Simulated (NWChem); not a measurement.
System: SiPH4, doublet; SMILES [SiH2]P

Input file for NWChem:

```
start job
memory heap 200 mb stack 900 mb global 1100 mb
geometry units angstroms noautosym nocenter noautoz
  Si    -0.080018    -1.166048     0.000000
  P      0.070770     1.099202     0.000000
  H      0.637149    -1.679099     1.207476
  H      0.637149    -1.679099    -1.207476
  H     -0.862126     1.344977     1.046592
  H     -0.862126     1.344977    -1.046592
end
basis spherical
  * library def2-svp
end
dft
  odft
  mult 2
  xc b3lyp
  iterations 150
  mulliken
end
task dft energy
esp
  recalculate
  probe 0.07
  range 0.3
  factor 1.0
  spacing 0.02
end
task esp
```

Parts of the log:

```
             Northwest Computational Chemistry Package (NWChem) 7.3.0
             --------------------------------------------------------

                             Geometry "geometry" -> ""
                             -------------------------

 Output coordinates in angstroms (scale by  1.889725989 to convert to a.u.)

  No.       Tag          Charge          X              Y              Z
 ---- ---------------- ---------- -------------- -------------- --------------
    1 Si                  14.0000    -0.08001800    -1.16604800     0.00000000
    2 P                   15.0000     0.07077000     1.09920200     0.00000000
    3 H                    1.0000     0.63714900    -1.67909900     1.20747600
    4 H                    1.0000     0.63714900    -1.67909900    -1.20747600
    5 H                    1.0000    -0.86212600     1.34497700     1.04659200
    6 H                    1.0000    -0.86212600     1.34497700    -1.04659200

 Effective nuclear repulsion energy (a.u.)      81.4437378730

                                 NWChem DFT Module
                                 -----------------

 Summary of "ao basis" -> "ao basis" (spherical)
 ------------------------------------------------------------------------------
       Tag                 Description            Shells   Functions and Types
 ---------------- ------------------------------  ------  ---------------------
 Si                         def2-svp                 8       18   4s3p1d
 P                          def2-svp                 8       18   4s3p1d
 H                          def2-svp                 3        5   2s1p

            General Information
            -------------------
          SCF calculation type: DFT
          Wavefunction type:  spin polarized.
          No. of atoms     :     6
          No. of electrons :    33
           Alpha electrons :    17
            Beta electrons :    16
          Charge           :     0
          Spin multiplicity:     2
          Use of symmetry is: off; symmetry adaption is: off
          Maximum number of iterations: 150
          AO basis - number of functions:    56
                     number of shells:    28
          Convergence on energy requested:  1.00D-06
          Convergence on density requested:  1.00D-05
          Convergence on gradient requested:  5.00D-04

              XC Information
              --------------
                         B3LYP Method XC Potential
                     Hartree-Fock (Exact) Exchange  0.200
                        Slater Exchange Functional  0.800 local
                    Becke 1988 Exchange Functional  0.720 non-local
              Lee-Yang-Parr Correlation Functional  0.810
                  VWN I RPA Correlation Functional  0.190 local

             Grid Information
             ----------------
          Grid used for XC integration:  medium
          Radial quadrature: Mura-Knowles
          Angular quadrature: Lebedev.
          Tag              B.-S. Rad. Rad. Pts. Rad. Cut. Ang. Pts.
          ---              ---------- --------- --------- ---------
          Si                  1.10       88           9.0       590
          P                   1.00       88           9.0       590
          H                   0.35       45          11.0       434
          Grid pruning is: on
          Number of quadrature shells:   356
          Spatial weights used:  Erf1

      Superposition of Atomic Density Guess
      -------------------------------------

 Sum of atomic energies:        -631.27332069

      Non-variational initial energy
      ------------------------------

 Total energy =    -631.708420
 1-e energy   =   -1035.836246
 2-e energy   =     322.684088
 HOMO         =      -0.131301
 LUMO         =       0.093968

     ---------------------------------------------
      Total Density - Mulliken Population Analysis
     ---------------------------------------------

    Atom       Charge   Shell Charges
 -----------   ------   -------------------------------------------------------
    1 Si  14    13.82   2.00  1.99  1.09  0.38  5.94  1.01  1.32  0.09
    2 P   15    15.15   2.00  1.99  1.16  0.56  5.94  1.39  2.05  0.06
    3 H    1     1.08   0.69  0.37  0.01
    4 H    1     1.08   0.69  0.37  0.01
    5 H    1     0.94   0.64  0.28  0.02
    6 H    1     0.94   0.64  0.28  0.02

     --------------------------------------------
      Spin Density - Mulliken Population Analysis
     --------------------------------------------

    Atom       Charge   Shell Charges
 -----------   ------   -------------------------------------------------------
    1 Si  14     0.74   0.00  0.00  0.06  0.06  0.00  0.19  0.41  0.00
    2 P   15     0.17   0.00  0.00  0.00  0.01  0.00  0.06  0.09  0.00
    3 H    1     0.04   0.02  0.01  0.00
    4 H    1     0.04   0.02  0.01  0.00
    5 H    1     0.01   0.01  0.00  0.00
    6 H    1     0.01   0.01  0.00  0.00

   convergence    iter        energy       DeltaE   RMS-Dens  Diis-err
 ---------------- ----- ----------------- --------- --------- ---------
 d= 0,ls=0.0,diis     1   -633.0131904666 -7.14D+02  5.38D-03  4.27D-02
                                                     4.21D-03  3.92D-02
 d= 0,ls=0.0,diis     2   -633.0344267427 -2.12D-02  2.40D-03  4.00D-03
                                                     2.44D-03  3.86D-03
 d= 0,ls=0.0,diis     3   -633.0371674021 -2.74D-03  7.36D-04  1.11D-03
                                                     6.54D-04  9.31D-04
 d= 0,ls=0.0,diis     4   -633.0379435017 -7.76D-04  1.30D-04  2.25D-05
                                                     2.04D-04  3.03D-05
 d= 0,ls=0.0,diis     5   -633.0379662363 -2.27D-05  9.26D-05  1.01D-05
                                                     5.78D-05  6.80D-06
  Resetting Diis
 d= 0,ls=0.0,diis     6   -633.0379737382 -7.50D-06  1.52D-05  3.48D-07
                                                     2.32D-05  4.06D-07
 d= 0,ls=0.0,diis     7   -633.0379742180 -4.80D-07  1.22D-05  7.60D-08
                                                     7.46D-06  3.48D-08
 d= 0,ls=0.0,diis     8   -633.0379742493 -3.13D-08  4.68D-06  3.80D-08
                                                     5.74D-06  5.18D-08

         Total DFT energy =     -633.037974249344
      One electron energy =    -1037.223236066362
           Coulomb energy =      368.362705661457
    Exchange-Corr. energy =      -45.621181717415
 Nuclear repulsion energy =       81.443737872975

 Numeric. integr. density =       32.999993422142

                    DFT Final Alpha Molecular Orbital Analysis
                    ------------------------------------------

 Vector   15  Occ=1.000000D+00  E=-3.394304D-01
              MO Center=  3.0D-02,  2.6D-01,  2.2D-08, r^2= 3.0D+00
   Bfn.  Coefficient  Atom+Function         Bfn.  Coefficient  Atom+Function
  ----- ------------  ---------------      ----- ------------  ---------------
    27     -0.239967  2 P  py                 9      0.236473  1 Si py
    30     -0.231236  2 P  py                26      0.219731  2 P  px
    29      0.207851  2 P  px                22      0.194529  2 P  s
    47     -0.189197  5 H  s                 52     -0.189197  6 H  s
    21      0.188173  2 P  s                 12      0.159809  1 Si py

 Vector   16  Occ=1.000000D+00  E=-2.958776D-01
              MO Center=  7.4D-02,  3.7D-01,  8.4D-10, r^2= 3.2D+00
   Bfn.  Coefficient  Atom+Function         Bfn.  Coefficient  Atom+Function
  ----- ------------  ---------------      ----- ------------  ---------------
    29      0.295354  2 P  px                21      0.245996  2 P  s
    30      0.243205  2 P  py                26      0.239496  2 P  px
    11      0.235808  1 Si px                22      0.226644  2 P  s
     8      0.201524  1 Si px                27      0.196800  2 P  py
     3     -0.191494  1 Si s                 20      0.156055  2 P  s

 Vector   17  Occ=1.000000D+00  E=-2.089886D-01
              MO Center= -2.6D-01, -6.5D-01,  3.6D-10, r^2= 3.7D+00
   Bfn.  Coefficient  Atom+Function         Bfn.  Coefficient  Atom+Function
  ----- ------------  ---------------      ----- ------------  ---------------
    11      0.436726  1 Si px                 8      0.336477  1 Si px
     4     -0.294729  1 Si s                 30     -0.245832  2 P  py
     3     -0.240277  1 Si s                 22     -0.211061  2 P  s
    29     -0.205159  2 P  px                12      0.190569  1 Si py
     5     -0.174827  1 Si px                27     -0.173674  2 P  py

 Vector   18  Occ=0.000000D+00  E= 1.955975D-02
              MO Center= -1.4D-01,  4.9D-01, -1.0D-09, r^2= 4.0D+00
   Bfn.  Coefficient  Atom+Function         Bfn.  Coefficient  Atom+Function
  ----- ------------  ---------------      ----- ------------  ---------------
    31      0.843005  2 P  pz                48     -0.726961  5 H  s
    53      0.726961  6 H  s                 13      0.656993  1 Si pz
    38     -0.496031  3 H  s                 43      0.496031  4 H  s
    47     -0.238546  5 H  s                 52      0.238545  6 H  s
    28      0.209195  2 P  pz                37     -0.132293  3 H  s

 Vector   19  Occ=0.000000D+00  E= 1.996769D-02
              MO Center= -1.5D-01, -6.0D-01,  3.8D-09, r^2= 4.6D+00
   Bfn.  Coefficient  Atom+Function         Bfn.  Coefficient  Atom+Function
  ----- ------------  ---------------      ----- ------------  ---------------
    12      1.192076  1 Si py                22     -0.974938  2 P  s
    30      0.852842  2 P  py                 4      0.455306  1 Si s
    21     -0.283864  2 P  s                 48      0.269604  5 H  s
    53      0.269604  6 H  s                  9      0.253170  1 Si py
    29      0.235409  2 P  px                 3      0.223926  1 Si s

 Vector   20  Occ=0.000000D+00  E= 4.169548D-02
              MO Center= -6.0D-01,  1.0D+00, -9.8D-09, r^2= 4.1D+00
   Bfn.  Coefficient  Atom+Function         Bfn.  Coefficient  Atom+Function
  ----- ------------  ---------------      ----- ------------  ---------------
    22      1.337697  2 P  s                 48     -1.076540  5 H  s
    53     -1.076540  6 H  s                 29     -0.986047  2 P  px
     4     -0.609994  1 Si s                  3      0.536772  1 Si s
    30      0.326682  2 P  py                21      0.236454  2 P  s
    26     -0.182767  2 P  px                20      0.167150  2 P  s

                     DFT Final Beta Molecular Orbital Analysis
                     -----------------------------------------

 Vector   14  Occ=1.000000D+00  E=-3.444112D-01
              MO Center=  3.3D-01, -1.3D+00, -3.4D-08, r^2= 2.9D+00
   Bfn.  Coefficient  Atom+Function         Bfn.  Coefficient  Atom+Function
  ----- ------------  ---------------      ----- ------------  ---------------
    37      0.316884  3 H  s                 42     -0.316884  4 H  s
    10      0.281135  1 Si pz                13      0.197899  1 Si pz
    38      0.180432  3 H  s                 43     -0.180432  4 H  s
     7     -0.159351  1 Si pz                47     -0.117574  5 H  s
    52      0.117574  6 H  s                 28     -0.096684  2 P  pz

 Vector   15  Occ=1.000000D+00  E=-3.358141D-01
              MO Center=  4.7D-02,  2.2D-01,  3.3D-08, r^2= 3.0D+00
   Bfn.  Coefficient  Atom+Function         Bfn.  Coefficient  Atom+Function
  ----- ------------  ---------------      ----- ------------  ---------------
    27     -0.241159  2 P  py                30     -0.236447  2 P  py
     9      0.228376  1 Si py                26      0.216048  2 P  px
    22      0.201759  2 P  s                 29      0.202495  2 P  px
    47     -0.186957  5 H  s                 52     -0.186957  6 H  s
    21      0.185084  2 P  s                 12      0.148122  1 Si py

 Vector   16  Occ=1.000000D+00  E=-2.760889D-01
              MO Center=  1.5D-01,  7.0D-01, -3.8D-10, r^2= 2.7D+00
   Bfn.  Coefficient  Atom+Function         Bfn.  Coefficient  Atom+Function
  ----- ------------  ---------------      ----- ------------  ---------------
    29      0.344016  2 P  px                21      0.272590  2 P  s
    22      0.267314  2 P  s                 26      0.261398  2 P  px
    30      0.258045  2 P  py                27      0.206603  2 P  py
    20      0.174265  2 P  s                  3     -0.169754  1 Si s
    11      0.166860  1 Si px                23     -0.150086  2 P  px

 Vector   17  Occ=0.000000D+00  E=-1.082557D-01
              MO Center= -3.7D-01, -9.1D-01,  6.8D-11, r^2= 3.4D+00
   Bfn.  Coefficient  Atom+Function         Bfn.  Coefficient  Atom+Function
  ----- ------------  ---------------      ----- ------------  ---------------
    11      0.505440  1 Si px                 4     -0.373513  1 Si s
     8      0.301805  1 Si px                 3     -0.282183  1 Si s
    30     -0.248867  2 P  py                22     -0.193173  2 P  s
    12      0.175668  1 Si py                 5     -0.171465  1 Si px
     2     -0.165997  1 Si s                 27     -0.152066  2 P  py

 Vector   18  Occ=0.000000D+00  E= 2.260229D-02
              MO Center= -1.5D-01,  6.9D-01,  7.6D-10, r^2= 3.8D+00
   Bfn.  Coefficient  Atom+Function         Bfn.  Coefficient  Atom+Function
  ----- ------------  ---------------      ----- ------------  ---------------
    31      0.927066  2 P  pz                48     -0.779839  5 H  s
    53      0.779839  6 H  s                 13      0.509198  1 Si pz
    38     -0.395688  3 H  s                 43      0.395688  4 H  s
    47     -0.242975  5 H  s                 52      0.242975  6 H  s
    28      0.224105  2 P  pz                25     -0.137000  2 P  pz

 Vector   19  Occ=0.000000D+00  E= 3.363536D-02
              MO Center= -2.9D-01, -3.3D-01,  4.4D-10, r^2= 5.0D+00
   Bfn.  Coefficient  Atom+Function         Bfn.  Coefficient  Atom+Function
  ----- ------------  ---------------      ----- ------------  ---------------
    22      1.328247  2 P  s                 12     -1.134353  1 Si py
    30     -0.737594  2 P  py                 4     -0.647372  1 Si s
    48     -0.582807  5 H  s                 53     -0.582807  6 H  s
    29     -0.511482  2 P  px                21      0.355899  2 P  s
    20      0.220478  2 P  s                  9     -0.202623  1 Si py

[...]

                     NWChem Electrostatic Potential Fit Module
                     -----------------------------------------

 Atom parameters

 Number of atoms is                                    6
 Number of basis functions is                         56

 Grid parameters

 Maximum number of grid points is                  32529
 Number of grid points is                          32528
 Grid range                                     0.300000 nm
 Grid spacing                                   0.020000 nm
 Probe radius                                   0.070000 nm
 Atom radius factor                             1.000000

 Atomic radii

    1    0.100000
   14    0.187000
   15    0.180000
 FASTESP  F
  using M.O. file = ./job.movecs

    Atom              Coordinates                           Charge

                                                  ESP

    1 Si   -0.008002   -0.116605    0.000000    0.057788
    2 P     0.007077    0.109920    0.000000   -0.160677
    3 H     0.063715   -0.167910    0.120748   -0.020527
    4 H     0.063715   -0.167910   -0.120748   -0.019471
    5 H    -0.086213    0.134498    0.104659    0.071456
    6 H    -0.086213    0.134498   -0.104659    0.071431
                                            ------------
                                                0.000000

 Dipole moment                                  0.312532

 Quadrupole moment Qxx                         -0.287991
                   Qyy                         -0.316502
                   Qzz                          0.604493

 RMS deviation kJ/mol                           0.106149

 RRMS %                                        81.532028
```

Level: B3LYP/def2-SVP, spin-unrestricted. In the optimisation the excess spin sits in a' (Cs, its own frame). Geometry: optimised at B3LYP/6-31G* (spherical d), spin-unrestricted. No stability test was run on the SCF state.
